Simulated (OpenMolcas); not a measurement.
Os4+ (d4) among equal point charges was computed by CASSCF with the d shell active (OpenMolcas, ANO-RCC-VDZP on the metal). Its lowest spin-free states, and all those of the highest spin:

| 2S+1 | Degeneracy | E (cm-1) |
| --- | --- | --- |
| 5 | 1 | 0.0 |
| 5 | 1 | 6389 |
| 5 | 1 | 7207 |
| 5 | 2 | 10038 |
| 3 | 2 | 16920 |
| 3 | 1 | 18510 |
| 3 | 1 | 19219 |
| 3 | 1 | 20865 |
| 3 | 2 | 21778 |
| 3 | 1 | 22063 |
| 3 | 1 | 22699 |
| 3 | 2 | 22863 |

Task: Is the site octahedral, tetrahedral or cube-like, axial, or of lower symmetry?

Result: The states with 2S+1 = 5 have orbital degeneracies 1, 1, 1, 2. There are pairs but no triples, so the site is axial: not cubic, but with a proper or improper axis of order three or more. The run had Os4+ among 6 point charges of -1.7 e arranged as a tetragonal octahedron (D4h), 2.17 Å from the ion, with the axial distance 2.539 Å.

Spin-orbit coupling mixes the spin-free states strongly: the lowest level takes only 39 % from its leading state, 5B1. Without dynamic correlation the repulsion within the d shell is too large (B by tens of per cent), so at a given field states of lower spin stand too high. Point charges give a weaker field than real ligands, and real ions of this kind are as a rule low spin; the high spin found here belongs to the model. Point charges carry no covalency, so the field is a model and not that of real ligands. No measured value stands beside these numbers.
